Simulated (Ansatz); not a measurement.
C₂H₅GeN, SMILES `N=[C]1[CH2][GeH2]1`, charge 0, multiplicity 1.

Problem. Give a relaxed structure at PBE0-D4/def2-TZVP (Ansatz 0.2.0). (Best estimate.)

Solution. Ansatz gave: 
Z-matrix (Å, degrees):
```
C
C 1 1.493
Ge 1 1.989 2 65.5
H 1 1.089 2 116.5 3 -110.9
H 1 1.089 2 116.5 3 111.1
N 2 1.252 1 141.3 3 -179.9
H 3 1.526 1 117.0 2 107.3
H 3 1.526 1 117.0 2 -107.4
H 6 1.027 2 110.6 1 -0.0
```
Point group Cs.
This is one stationary point; other conformers may exist.
